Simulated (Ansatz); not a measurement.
`C[N](C)[AlH2]` + `N=C[SiH3]` → `[AlH2]/[N]=C\[SiH3]` + dimethylamine at 500 K and 1 bar (ligand exchange at the Al–N bond).

Computed with Ansatz on PBE0-D4/def2-TZVP structures; ΔE is electronic, products minus reactants. CBS: MP2 limit from def2 TZ/QZ plus the TZ coupled-cluster correction, frozen cores. This one scheme is used for every species. One conformer a species, not always the lowest.

| species | CCSD(T)/CBS energy (Eh) | H − E (kJ/mol) | S (J/(mol·K)) |
| --- | --- | --- | --- |
| `C[N](C)[AlH2]` | -377.63984 | 295.5 | 375.4 |
| `N=C[SiH3]` | -384.79808 | 178.1 | 332.3 |
| `[AlH2]/[N]=C\[SiH3]` | -627.42847 | 200.4 | 412.9 |
| `CNC` | -135.00321 | 273.8 | 313.8 |

H − E and S are ideal-gas, rigid-rotor, harmonic terms from PBE0-D4/def2-TZVP, for one conformer and one mirror image of each species. 1 Eh = 2625.50 kJ/mol, R = 8.31446 J/(mol·K).

Q: By hand: ΔE, ΔH, ΔS and ΔG.

A: ΔE = (-627.42847) + (-135.00321) − (-377.63984) − (-384.79808) = 0.00624 Eh = 16.4 kJ/mol. Δ(H − E) = 200.4 + 273.8 − 295.5 − 178.1 = 0.6, so ΔH = 17.0 kJ/mol. ΔS = 412.9 + 313.8 − 375.4 − 332.3 = 19.0 J/(mol·K). ΔG = 17.0 − 500 × (19.0)/1000 = 7.5 kJ/mol.

Q: By hand: the equilibrium constant, and the temperature at which ΔG would vanish if ΔH and ΔS stayed fixed.

A: log₁₀ K = −ΔG/(RT ln 10) = -0.8. ΔG = 0 at ΔH/ΔS = 895 K, though so small a ΔS makes that figure unsure.

TΔS isn't small against ΔH here. A doubt of 5 kJ/mol in ΔE shifts log₁₀ K by 0.5 here. Other conformers and mirror images would add mixing entropy, several J/(mol·K) or more a flexible species. These are equilibria of isolated gas molecules and say nothing of rates. Largest T1 diagnostic: 0.015 (customary marks: 0.02 for closed shells, 0.045 for open ones).
